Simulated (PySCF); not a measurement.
Si(Cl)3(SeH) (Cl3HSeSi), SMILES Cl[Si](Cl)(Cl)[SeH]. The structure is a stationary point at PBE0-D3(BJ)/def2-SVP. This is a generated structure with no PubChem entry under its InChIKey; it may be hypothetical. Other conformers were not sampled.

These are PBE0-D3(BJ)/def2-SVP (PySCF 2.14.0) values and carry that method's errors.

Harmonic wavenumbers (cm⁻¹): 100, 117, 179, 179, 190, 195, 353, 559, 602, 614, 699, 2449. Rotational constants (GHz): 1.287, 0.8394, 0.8285; symmetry number 1.

Question: Work out the zero-point energy and the ideal-gas rigid-rotor harmonic-oscillator thermochemistry at 298.15 K and 1 atm.

Answer: ZPE = ½ Σ hcν = ½ × 6234 cm⁻¹ = 8.91 kcal/mol. H − E(el) = 14.26 kcal/mol. Entropy in cal/(mol K): translation 41.99, rotation 30.26, vibration 18.57, total 90.82. G − E(el) = -12.82 kcal/mol. Cp = 24.82 cal/(mol K). Modes under 150 cm⁻¹ make the vibrational entropy uncertain.
